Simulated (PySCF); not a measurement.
AlClFH3Si, SMILES [F][Al]([SiH3])[Cl]. Atoms are numbered in the order given.

```xyz
7

Al    -0.0787    -0.1860     0.3716
Cl     1.9175    -0.6796    -0.1005
F     -0.6706    -0.8069     1.8135
Si    -1.4528     1.1969    -1.0865
H     -2.8072     1.4566    -0.4864
H     -1.6292     0.5067    -2.4139
H     -0.7627     2.5127    -1.3335
```
Charge 0, spin multiplicity 1.

Geometry: PBE-D3(BJ)/def2-SVP.

All values below come from PBE0/pcJ-1 (PySCF).

Isotropic couplings with Fermi-contact, spin-dipole and both spin-orbit terms, one fixed conformer, no vibrational averaging. Isotopes: 19F, 1H, 29Si.

Computed spin–spin coupling constants:
```tsv
pair	bonds apart	J (Hz)
Si4–H5	1	-207.5
Si4–H6	1	-199.8
Si4–H7	1	-200.7
F3–Si4	2	-32.7
H5–H6	2	-3.4
H5–H7	2	-2.9
H6–H7	2	-6.6
F3–H5	3	-3.9
F3–H6	3	8.7
F3–H7	3	9.9
```
